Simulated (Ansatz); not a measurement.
A structure relaxed at PBE-D4/def2-TZVP in Ansatz, charge 0, singlet:

```xyz
4

B    -0.025   -0.706    0.592
B     0.031    0.707   -0.590
B     0.433   -0.748   -0.873
B    -0.440    0.746    0.871
```

**Question.** Give its formula and point group.

**Answer.** the cluster B4. Point group D2h (tolerance 0.1 Å).

**Question.** Summarise the bond lengths by kind (pairs closer than 1.2 times the sum of covalent radii, bridged metal pairs left out).

**Answer.** 5 × B–B 1.54 to 1.84 Å.

The structure comes from a short search, and lower isomers may exist.
